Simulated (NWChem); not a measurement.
System: CH4O4Si; SMILES O=C(O)[SiH](O)O

Output (shortened):

```
             Northwest Computational Chemistry Package (NWChem) 7.3.0
             --------------------------------------------------------

                             Geometry "geometry" -> ""
                             -------------------------

 Output coordinates in angstroms (scale by  1.889725989 to convert to a.u.)

  No.       Tag          Charge          X              Y              Z
 ---- ---------------- ---------- -------------- -------------- --------------
    1 O                    8.0000    -1.09444000     1.40796600     0.63272200
    2 C                    6.0000    -0.10260000     1.05866500     0.03445800
    3 O                    8.0000     0.86952100     1.90371900    -0.30653600
    4 Si                  14.0000     0.10200800    -0.79089300    -0.43479500
    5 O                    8.0000    -1.41700500    -1.38678300    -0.18828200
    6 O                    8.0000     1.25069300    -1.35362500     0.61463300
    7 H                    1.0000     0.61392700     2.78422900     0.02215700
    8 H                    1.0000     0.48795600    -1.05043900    -1.84351800
    9 H                    1.0000    -1.93339300    -0.80712800     0.38985500
   10 H                    1.0000     1.53953800    -2.26608700     0.52066700

 Effective nuclear repulsion energy (a.u.)     311.9127303348

                                 NWChem DFT Module
                                 -----------------

 Summary of "ao basis" -> "ao basis" (spherical)
 ------------------------------------------------------------------------------
       Tag                 Description            Shells   Functions and Types
 ---------------- ------------------------------  ------  ---------------------
 O                          def2-svp                 6       14   3s2p1d
 C                          def2-svp                 6       14   3s2p1d
 Si                         def2-svp                 8       18   4s3p1d
 H                          def2-svp                 3        5   2s1p

            General Information
            -------------------
          SCF calculation type: DFT
          Wavefunction type:  closed shell.
          No. of atoms     :    10
          No. of electrons :    56
           Alpha electrons :    28
            Beta electrons :    28
          Charge           :     0
          Spin multiplicity:     1
          Use of symmetry is: off; symmetry adaption is: off
          Maximum number of iterations: 150
          AO basis - number of functions:   108
                     number of shells:    50
          Convergence on energy requested:  1.00D-06
          Convergence on density requested:  1.00D-05
          Convergence on gradient requested:  5.00D-04

              XC Information
              --------------
                         B3LYP Method XC Potential
                     Hartree-Fock (Exact) Exchange  0.200
                        Slater Exchange Functional  0.800 local
                    Becke 1988 Exchange Functional  0.720 non-local
              Lee-Yang-Parr Correlation Functional  0.810
                  VWN I RPA Correlation Functional  0.190 local

             Grid Information
             ----------------
          Grid used for XC integration:  medium
          Radial quadrature: Mura-Knowles
          Angular quadrature: Lebedev.
          Tag              B.-S. Rad. Rad. Pts. Rad. Cut. Ang. Pts.
          ---              ---------- --------- --------- ---------
          O                   0.60       49          12.0       434
          C                   0.70       49          10.0       434
          Si                  1.10       88          10.0       590
          H                   0.35       45          12.0       434
          Grid pruning is: on
          Number of quadrature shells:   513
          Spatial weights used:  Erf1

      Superposition of Atomic Density Guess
      -------------------------------------

 Sum of atomic energies:        -627.12508638

      Non-variational initial energy
      ------------------------------

[...]

                     NWChem Electrostatic Potential Fit Module
                     -----------------------------------------

 Atom parameters

 Number of atoms is                                   10
 Number of basis functions is                        108

 Grid parameters

 Maximum number of grid points is                  41653
 Number of grid points is                          41652
 Grid range                                     0.300000 nm
 Grid spacing                                   0.020000 nm
 Probe radius                                   0.070000 nm
 Atom radius factor                             1.000000

 Atomic radii

    1    0.100000
    6    0.147000
    8    0.136000
   14    0.187000
 FASTESP  F
  using M.O. file = ./job.movecs

    Atom              Coordinates                           Charge

                                                  ESP

    1 O    -0.109444    0.140797    0.063272   -0.509894
    2 C    -0.010260    0.105867    0.003446    0.528053
    3 O     0.086952    0.190372   -0.030654   -0.599145
    4 Si    0.010201   -0.079089   -0.043480    0.849458
    5 O    -0.141701   -0.138678   -0.018828   -0.656871
    6 O     0.125069   -0.135363    0.061463   -0.683525
    7 H     0.061393    0.278423    0.002216    0.440661
    8 H     0.048796   -0.105044   -0.184352   -0.167662
    9 H    -0.193339   -0.080713    0.038986    0.377336
   10 H     0.153954   -0.226609    0.052067    0.421590
                                            ------------
                                                0.000000

 Dipole moment                                  0.516293

 Quadrupole moment Qxx                         -7.625474
                   Qyy                         13.672780
                   Qzz                         -6.047305

 RMS deviation kJ/mol                           0.053369

 RRMS %                                        21.860188
```

Level: B3LYP/def2-SVP. Coordinates come from a PBE0/def2-SVP optimisation.

Problem. Write an input that gives this output.

Solution. Several could match; the one computed here: the input that was run:
```
start job
memory heap 200 mb stack 900 mb global 1100 mb
geometry units angstroms noautosym nocenter noautoz
  O     -1.094440     1.407966     0.632722
  C     -0.102600     1.058665     0.034458
  O      0.869521     1.903719    -0.306536
  Si     0.102008    -0.790893    -0.434795
  O     -1.417005    -1.386783    -0.188282
  O      1.250693    -1.353625     0.614633
  H      0.613927     2.784229     0.022157
  H      0.487956    -1.050439    -1.843518
  H     -1.933393    -0.807128     0.389855
  H      1.539538    -2.266087     0.520667
end
basis spherical
  O library def2-svp
  C library def2-svp
  Si library def2-svp
  H library def2-svp
end
dft
  xc b3lyp
  iterations 150
  mulliken
end
task dft energy
esp
  recalculate
  probe 0.07
  range 0.3
  factor 1.0
  spacing 0.02
end
task esp
```
